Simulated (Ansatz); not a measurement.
Input and output for CH$_{7}$FGeSi, SMILES `[CH3][GeH]([F])[SiH3]`.

```yaml
crystal:
  periodic: [false, false, false]
  atoms:
    - {symbol: C, position_ang: [-1.013066, 1.465141, -0.415900]}
    - {symbol: Ge, position_ang: [0.577270, 0.367825, -0.465414]}
    - {symbol: F, position_ang: [1.825483, 1.253157, 0.367871]}
    - {symbol: Si, position_ang: [0.450292, -1.723635, 0.742792]}
    - {symbol: H, position_ang: [-1.347172, 1.629221, 0.589078]}
    - {symbol: H, position_ang: [-1.819359, 0.943006, -0.987160]}
    - {symbol: H, position_ang: [-0.816217, 2.388042, -0.828711]}
    - {symbol: H, position_ang: [1.152246, 0.141900, -1.905384]}
    - {symbol: H, position_ang: [-0.011895, -1.491277, 2.148118]}
    - {symbol: H, position_ang: [1.720609, -2.375992, 0.755670]}
    - {symbol: H, position_ang: [-0.572348, -2.576560, 0.035139]}
basis:
  gaussian: {orbitals: "6-31G*"}
hamiltonian: {xc: {name: r2SCANh}, dispersion: d3bj}
output: {forces: true}
```

```sh
$ ansatz run in.yaml --threads 4 --pin off --events-out ev --progress --plain --max-ram 10444MiB
```

Shortened log:

```
Warning: the engine holds no damping parameters fitted to this dispersion correction and functional, so the run takes those fitted to r2scanh beside the three-body term, which d3bj leaves out (hamiltonian.dispersion, under Limitations)
Functional definition: r2SCANh
966 factors; integrals over basis functions are off by at most 7.3e-4 eV
mean field evaluation 1: about -68248.0741 eV, gradient 5.0e1 eV
mean field evaluation 2: about -68243.3278 eV, gradient 7.1e1 eV
mean field evaluation 4: about -68253.0334 eV, gradient 3.0e0 eV
mean field evaluation 8: about -68253.1035 eV, gradient 1.2e-1 eV
mean field evaluation 16: about -68253.1035 eV, gradient 8.8e-6 eV
mean field -68253.10354677 eV, -2508.2552917284 hartree, gradient 8.9e-6 eV, S^2 0.000000; 0 other end points of the search recorded, 0 dependent functions left out
reference -68253.10355868 eV, -2508.2552921662 hartree; 34, 34 occupied and 64, 64 virtual orbitals, 966 factors
Total energy: -68253.16984840 eV, -2508.2577282687 hartree
Atom 0 at    -1.013066     1.465141    -0.415900 Å, force    -0.888484    -2.509720    -0.041321 eV/Å
Atom 1 at     0.577270     0.367825    -0.465414 Å, force     0.274640    -0.712450     0.064661 eV/Å
Atom 2 at     1.825483     1.253157     0.367871 Å, force     0.238083     0.289920     0.118504 eV/Å
Atom 3 at     0.450292    -1.723635     0.742792 Å, force    -1.483912     0.787262    -0.281721 eV/Å
Atom 4 at    -1.347172     1.629221     0.589078 Å, force    -0.202421    -0.108107     0.749755 eV/Å
Atom 5 at    -1.819359     0.943006    -0.987160 Å, force     0.493846     0.470177     0.369137 eV/Å
Atom 6 at    -0.816217     2.388042    -0.828711 Å, force     0.440126     2.226747    -1.241772 eV/Å
Atom 7 at     1.152246     0.141900    -1.905384 Å, force    -0.236299     0.113783     0.224500 eV/Å
Atom 8 at    -0.011895    -1.491277     2.148118 Å, force     0.062791    -0.043132    -0.175715 eV/Å
Atom 9 at     1.720609    -2.375992     0.755670 Å, force     1.046939    -0.585440     0.000829 eV/Å
Atom 10 at    -0.572348    -2.576560     0.035139 Å, force     0.254691     0.070960     0.213145 eV/Å
Dipole moment:    -0.415087    -0.102844    -0.176437 e Å
```

Run time 3.2 s (4 threads of an Arm Neoverse V1 on a shared host); peak host memory 0.24 GiB.
